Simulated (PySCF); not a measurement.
**Polarisability and C₆ of C(3+) (carbon, charge +3)**

[He] 2s1, 2S determinant. All numbers are calculated (PySCF 2.14, the non-relativistic Hamiltonian (point nucleus), in aug-cc-pVTZ (5s4p3d2f, 46 functions)). Coupled (time-dependent) response in atomic units; α is the mean over directions.

| method | mean α (bohr³) | C₆ (like pair) | S(−4) |
| --- | --- | --- | --- |
| UHF | 3.480 | 2.892 | 37.80 |
| PBE | 3.089 | 2.440 | 29.67 |
| PBE0 | 3.181 | 2.545 | 31.48 |
| M06-L | 3.250 | 2.759 | 29.68 |
| wB97M-V | 2.932 | 2.213 | 27.90 |

S(−4) is the Cauchy moment in α(ω) = α(0) + S(−4) ω² + …

α(iu) at wB97M-V:

```json
{"u (hartree)": "0", "α(iu) (bohr³)": "2.932"}
{"u (hartree)": "0.0500", "α(iu) (bohr³)": "2.863"}
{"u (hartree)": "0.100", "α(iu) (bohr³)": "2.678"}
{"u (hartree)": "0.200", "α(iu) (bohr³)": "2.135"}
{"u (hartree)": "0.300", "α(iu) (bohr³)": "1.611"}
{"u (hartree)": "0.500", "α(iu) (bohr³)": "0.9380"}
{"u (hartree)": "0.750", "α(iu) (bohr³)": "0.5529"}
{"u (hartree)": "1.00", "α(iu) (bohr³)": "0.3729"}
{"u (hartree)": "1.50", "α(iu) (bohr³)": "0.2130"}
{"u (hartree)": "2.00", "α(iu) (bohr³)": "0.1422"}
{"u (hartree)": "3.00", "α(iu) (bohr³)": "0.07878"}
{"u (hartree)": "5.00", "α(iu) (bohr³)": "0.03617"}
```

For an ion, C₆ is the dispersion term alone; charge-induced terms of lower order in 1/R come first.
